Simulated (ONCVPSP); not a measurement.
**Tb (Z = 65): ONCV pseudisation with revPBE, scalar-relativistic reference atom.**

Input for ONCVPSP 4.0.1:

```
# ATOM AND REFERENCE CONFIGURATION
# atsym  z   nc   nv     iexc    psfile
  Tb 65.00   10    5  -102130      upf
#
#   n    l    f
    1    0    2.00
    2    0    2.00
    2    1    6.00
    3    0    2.00
    3    1    6.00
    3    2   10.00
    4    0    2.00
    4    1    6.00
    4    2   10.00
    4    3    8.00
    5    0    2.00
    5    1    6.00
    5    2    1.00
    6    0    1.50
    6    1    0.50
#
# PSEUDOPOTENTIAL AND OPTIMIZATION
# lmax
    2
#
#   l,   rc,      ep,       ncon, nbas, qcut
    0    1.90    0.00    4    8    4.90
    1    2.40    0.00    4    8    5.00
    2    3.70    0.00    4    9    3.50
#
# LOCAL POTENTIAL
# lloc, lpopt,  rc(5),   dvloc0
    4    5    1.30    0.00
#
# VANDERBILT-KLEINMAN-BYLANDER PROJECTORs
# l, nproj, debl
    0    2    2.50
    1    2    2.70
    2    2    2.20
#
# MODEL CORE CHARGE
# icmod, fcfact, rcfact
    4    0.35    0.00
#
# LOG DERIVATIVE ANALYSIS
# epsh1, epsh2, depsh
   -3.00    5.00    0.02
#
# OUTPUT GRID
# rlmax, drl
    6.00    0.01
#
# TEST CONFIGURATIONS
# ncnf
    4
# nvcnf
#   n    l    f
    5
    5    0    2.00
    5    1    6.00
    5    2    1.00
    6    0    2.00
    6    1    0.00
#
    5
    5    0    2.00
    5    1    6.00
    5    2    1.00
    6    0    1.00
    6    1    0.00
#
    5
    5    0    2.00
    5    1    6.00
    5    2    1.00
    6    0    0.00
    6    1    0.00
#
    5
    5    0    2.00
    5    1    6.00
    5    2    2.00
    6    0    0.00
    6    1    0.00
#
```

Command:

```bash
oncvpsp.x < Tb.dat > Tb.out
```

Resulting log (shortened: citation, most of the input echo, consistency checks and plot data are left out):

```
ONCVPSP  (Optimized Norm-Conservinng Vanderbilt PSeudopotential)
scalar-relativistic version 4.0.1

#   n    l    f        energy (Ha)
    1    0    2.00    -1.9062186E+03
    2    0    2.00    -3.1622601E+02
    2    1    6.00    -2.8098321E+02
    3    0    2.00    -7.0385125E+01
    3    1    6.00    -5.9519530E+01
    3    2   10.00    -4.5376432E+01
    4    0    2.00    -1.4175580E+01
    4    1    6.00    -1.0594265E+01
    4    2   10.00    -5.6801881E+00
    4    3    8.00    -3.5369529E-01
    5    0    2.00    -1.9092538E+00
    5    1    6.00    -1.0496902E+00
    5    2    1.00    -1.0681992E-01
    6    0    1.50    -1.6661560E-01
    6    1    0.50    -5.9554139E-02

Reference configufation results
  iterations    38
  all-electron total energy (Ha)   -1.17090370D+04

Begin loop to  construct optimized pseudo wave functions
and semi-local pseudopoentials for all angular momenta

Calculating optimized projector #   1

 for l=   0

    Fraction of norm inside rc  0.906276
    Optimizing pswf for qcut=   4.91 a_B^-1,  ecut=  12.05 Ha
    Residual kinetic energy error=  5.02D-04 Ha

    Energy error per electron        Cutoff
         Ha          eV             Ha
         0.01000     0.27211        8.09
         0.00100     0.02721       11.24
         0.00010     0.00272       40.17
         0.00001     0.00027       51.88

Calculating optimized projector #   2

 for l=   0

    Fraction of norm inside rc  0.044639
    Optimizing pswf for qcut=   4.91 a_B^-1,  ecut=  12.05 Ha
    Residual kinetic energy error=  2.18D-04 Ha

    Energy error per electron        Cutoff
         Ha          eV             Ha
         0.01000     0.27211        5.07
         0.00100     0.02721       10.06
         0.00010     0.00272       14.68
         0.00001     0.00027       40.09

Calculating optimized projector #   1

 for l=   1

    Fraction of norm inside rc  0.931296
    Optimizing pswf for qcut=   5.00 a_B^-1,  ecut=  12.51 Ha
    Residual kinetic energy error=  2.91D-07 Ha

    Energy error per electron        Cutoff
         Ha          eV             Ha
         0.01000     0.27211        5.80
         0.00100     0.02721        7.58
         0.00010     0.00272        9.05
         0.00001     0.00027       10.45

Calculating optimized projector #   2

 for l=   1

    Fraction of norm inside rc  0.031282
    Optimizing pswf for qcut=   5.00 a_B^-1,  ecut=  12.51 Ha
    Residual kinetic energy error=  1.15D-06 Ha

    Energy error per electron        Cutoff
         Ha          eV             Ha
         0.01000     0.27211        3.65
         0.00100     0.02721        5.66
         0.00010     0.00272        7.18
         0.00001     0.00027        8.82

   Wellstate for l =  2  n =  9
     eigenvalue =   2.0932
     asymptotic potential =   2.5932
     half-point radius =  6.9946

Calculating optimized projector #   1

 for l=   2

    Fraction of norm inside rc  0.797232
    Optimizing pswf for qcut=   3.50 a_B^-1,  ecut=   6.13 Ha
    Residual kinetic energy error=  4.14D-05 Ha

    Energy error per electron        Cutoff
         Ha          eV             Ha
         0.01000     0.27211        3.85
         0.00100     0.02721        4.93
         0.00010     0.00272        5.79
         0.00001     0.00027       14.71

Calculating optimized projector #   2

 for l=   2

    Fraction of norm inside rc  0.178706
    Optimizing pswf for qcut=   3.50 a_B^-1,  ecut=   6.13 Ha
    Residual kinetic energy error=  4.38D-03 Ha

    Energy error per electron        Cutoff
         Ha          eV             Ha
         0.01000     0.27211        5.60
         0.00100     0.02721       12.35
         0.00010     0.00272       27.14
         0.00001     0.00027       32.52

Construct Vanderbilt / Kleinmman-Bylander projectors

B matrix Hermiticity error, ll=   0
   1   2    1.5225E-04

  Orthonormal projector coefficients  1.0205E+01  1.6592E+00

B matrix Hermiticity error, ll=   1
   1   2    4.8508E-05

  Orthonormal projector coefficients  5.8882E+00  6.0417E-01

B matrix Hermiticity error, ll=   2
   1   2   -7.5316E-05

  Orthonormal projector coefficients  4.4614E+00 -5.7575E-01

Model core correction analysis
  based on d2Exc/dn_idn_j

d2excae - all-electron derivatives

   -2.695316D-02   -2.350185D-02   -8.454634D-03   -1.429798D-03
   -7.250497D-04
   -2.350182D-02   -2.393157D-02   -1.246818D-02   -2.528870D-03
   -6.931838D-04
   -8.454386D-03   -1.246798D-02   -1.918882D-02   -1.664504D-02
   -8.960981D-03
   -1.429314D-03   -2.527876D-03   -1.664105D-02   -2.756964D-02
   -2.065274D-02
   -7.250010D-04   -6.928224D-04   -8.953747D-03   -2.064923D-02
   -2.597947D-02

d2excps - pseudofunction derivatives with no core correction

   -4.109856D-02   -3.166930D-02   -7.768367D-03   -2.513195D-03
   -1.122571D-03
   -3.167031D-02   -2.951830D-02   -1.259436D-02   -3.154769D-03
   -9.498181D-04
   -7.767558D-03   -1.259346D-02   -2.358398D-02   -1.790620D-02
   -8.987041D-03
   -2.513182D-03   -3.153565D-03   -1.790159D-02   -2.818626D-02
   -2.082402D-02
   -1.122622D-03   -9.494746D-04   -8.979278D-03   -2.081986D-02
   -2.606452D-02

rms 2nd derivative error    3.960977E-03

rmatch, rhocmatch    1.1309    4.8663

Coarse scan for minimum error
  matrix elements: rms 2nd-derivative errors (mHa)
  column index : amplitude prefactor to rhocmatch
  row index : scale prefactor to rmatch

         1.500  2.000  2.500  3.000  3.500  4.000  4.500  5.000  5.500  6.000

  1.0    2.945  2.769  2.630  2.515  2.418  2.334  2.259  2.192  2.130  2.073
  1.1    2.692  2.464  2.280  2.128  1.997  1.884  1.784  1.695  1.615  1.543
  1.2    2.414  2.132  1.905  1.718  1.562  1.431  1.322  1.233  1.161  1.106
  1.3    2.116  1.785  1.525  1.324  1.174  1.073  1.016  0.999  1.015  1.056
  1.4    1.808  1.441  1.182  1.028  0.973  1.002  1.088  1.205  1.339  1.478
  1.5    1.503  1.139  0.964  0.972  1.103  1.291  1.497  1.704  1.905  2.098
  1.6    1.225  0.949  0.985  1.207  1.486  1.771  2.044  2.301  2.540  2.764
  1.7    1.022  0.968  1.247  1.613  1.977  2.318  2.631  2.919  3.183  3.427
  1.8    0.962  1.195  1.639  2.089  2.504  2.880  3.221  3.529  3.811  4.068
  1.9    1.081  1.542  2.084  2.586  3.035  3.436  3.795  4.118  4.411  4.678

Nelder-Mead iteration
 converged in   5 steps
amplitude prefactor, scale prefactor
    2.0664    1.6227

Optimized Teter model core charge

d2excps - pseudofunction derivatives with core correction

   -2.767504D-02   -2.340137D-02   -6.896407D-03   -1.716634D-03
   -7.601673D-04
   -2.340140D-02   -2.300346D-02   -1.150196D-02   -2.791863D-03
   -7.086573D-04
   -6.895831D-03   -1.150161D-02   -2.254556D-02   -1.758708D-02
   -8.931232D-03
   -1.716131D-03   -2.790840D-03   -1.758184D-02   -2.784316D-02
   -2.074336D-02
   -7.601126D-04   -7.082951D-04   -8.923260D-03   -2.073920D-02
   -2.603681D-02

rms 2nd derivative error    9.288618E-04

Pseudoatom total energy  -38.048932

Diagnostic tests using Vanderbilt-Kleinman-Bylander pseudopotentials
  1 or more projectors used as specified by nproj input data

   l    rcore       rmatch      e in        delta e   norm test  slope test

   0   1.9031132   1.9608958  -1.9092538  -0.0000004   1.0001304   1.0001297
   0   1.9031132   1.9608958  -0.1666156   0.0000024   1.0000380   1.0000335

   1   2.4031776   2.4761433  -1.0496902   0.0000000   1.0000990   1.0000995
   1   2.4031776   2.4761433  -0.0595541   0.0000009   1.0000228   1.0000196

   2   3.7191052   3.8320253  -0.1068199  -0.0000003   1.0000027   1.0000035
   2   3.7191052   3.8320253   2.0931801   0.0000135   1.0000221   1.0000221

 Testing for bound ghosts
   n   l    E NL Schr. Eq   E Basis Diag.   E Cutoff

   1   0       -1.909254       -1.909252     72.86
   2   0       -0.166613       -0.107441     72.86

   2   1       -1.049690       -1.049689     52.71
   3   1       -0.059553       -0.011808     52.71

   3   2       -0.106820       -0.106696     32.07

 Testing for highly-localized positive-energy ghosts
       l    <radius>/rc     E Basis Diag.   E Cutoff

       0        0.494933        2.073789     72.86  WARNING - GHOST(+)

       2        0.882192        5.788215     32.07  WARNING - GHOST(+)

Test configuration 0

   n   l     f        eae           eps        diff
   1   0  2.0000-1906.21861019
   2   0  2.0000 -316.22601318
   2   1  6.0000 -280.98321309
   3   0  2.0000  -70.38512483
   3   1  6.0000  -59.51953023
   3   2 10.0000  -45.37643194
   4   0  2.0000  -14.17558043
   4   1  6.0000  -10.59426475
   4   2 10.0000   -5.68018814
   4   3  8.0000   -0.35369529
   5   0  2.0000   -1.90925376   -1.90925416   -4.03D-07
   5   1  6.0000   -1.04969018   -1.04969018    0.00D+00
   5   2  1.0000   -0.10681992   -0.10682022   -2.99D-07
   6   0  1.5000   -0.16661560   -0.16661319    2.41D-06
   6   1  0.5000   -0.05955414   -0.05955328    8.57D-07

    Total energies and differences
      AE_ref= -1.17090370D+04  AE_tst= -1.17090370D+04  dif=  0.00D+00
      PS_ref= -3.80489321D+01  PS_tst= -3.80489321D+01  dif= -7.11D-15
      PSP excitation error=  7.11D-15

Test configuration 1

   n   l     f        eae           eps        diff
   1   0  2.0000-1906.19360340
   2   0  2.0000 -316.20126157
   2   1  6.0000 -280.95845988
   3   0  2.0000  -70.36042472
   3   1  6.0000  -59.49482974
   3   2 10.0000  -45.35173163
   4   0  2.0000  -14.15080939
   4   1  6.0000  -10.56948855
   4   2 10.0000   -5.65541671
   4   3  8.0000   -0.32893264
   5   0  2.0000   -1.88420268   -1.88318537    1.02D-03
   5   1  6.0000   -1.02483117   -1.02411795    7.13D-04
   5   2  1.0000   -0.08745043   -0.08743569    1.47D-05
   6   0  2.0000   -0.15248059   -0.15242107    5.95D-05

    Total energies and differences
      AE_ref= -1.17090370D+04  AE_tst= -1.17090898D+04  dif= -5.28D-02
      PS_ref= -3.80489321D+01  PS_tst= -3.81016857D+01  dif= -5.28D-02
      PSP excitation error=  1.32D-06

Test configuration 2

   n   l     f        eae           eps        diff
   1   0  2.0000-1906.42896773
   2   0  2.0000 -316.43544095
   2   1  6.0000 -281.19270872
   3   0  2.0000  -70.59428556
   3   1  6.0000  -59.72869898
   3   2 10.0000  -45.58558644
   4   0  2.0000  -14.38474571
   4   1  6.0000  -10.80343324
   4   2 10.0000   -5.88931735
   4   3  8.0000   -0.56268897
   5   0  2.0000   -2.11822285   -2.12055749   -2.33D-03
   5   1  6.0000   -1.25878504   -1.26051029   -1.73D-03
   5   2  1.0000   -0.30351102   -0.30412991   -6.19D-04
   6   0  1.0000   -0.34145477   -0.34149637   -4.16D-05

    Total energies and differences
      AE_ref= -1.17090370D+04  AE_tst= -1.17088447D+04  dif=  1.92D-01
      PS_ref= -3.80489321D+01  PS_tst= -3.78566298D+01  dif=  1.92D-01
      PSP excitation error= -2.93D-05

Test configuration 3

   n   l     f        eae           eps        diff
   1   0  2.0000-1906.70724127
   2   0  2.0000 -316.71197525
   2   1  6.0000 -281.46936228
   3   0  2.0000  -70.86989901
   3   1  6.0000  -60.00433083
   3   2 10.0000  -45.86126080
   4   0  2.0000  -14.66056344
   4   1  6.0000  -11.07931306
   4   2 10.0000   -6.16521447
   4   3  8.0000   -0.83818425
   5   0  2.0000   -2.39402588   -2.40223787   -8.21D-03
   5   1  6.0000   -1.53282845   -1.53898797   -6.16D-03
   5   2  1.0000   -0.55425624   -0.55536586   -1.11D-03

    Total energies and differences
      AE_ref= -1.17090370D+04  AE_tst= -1.17083993D+04  dif=  6.38D-01
      PS_ref= -3.80489321D+01  PS_tst= -3.74106230D+01  dif=  6.38D-01
      PSP excitation error= -5.92D-04

Test configuration 4

   n   l     f        eae           eps        diff
   1   0  2.0000-1906.35739136
   2   0  2.0000 -316.36087142
   2   1  6.0000 -281.11820771
   3   0  2.0000  -70.52123403
   3   1  6.0000  -59.65563470
   3   2 10.0000  -45.51216797
   4   0  2.0000  -14.31126666
   4   1  6.0000  -10.72967729
   4   2 10.0000   -5.81495902
   4   3  8.0000   -0.48820965
   5   0  2.0000   -2.04254740   -2.04897123   -6.42D-03
   5   1  6.0000   -1.18831781   -1.19230655   -3.99D-03
   5   2  2.0000   -0.25549577   -0.25825896   -2.76D-03

    Total energies and differences
      AE_ref= -1.17090370D+04  AE_tst= -1.17087984D+04  dif=  2.39D-01
      PS_ref= -3.80489321D+01  PS_tst= -3.78125025D+01  dif=  2.36D-01
      PSP excitation error=  2.13D-03
```

The run took about 9.6 s on one core of a shared server CPU.
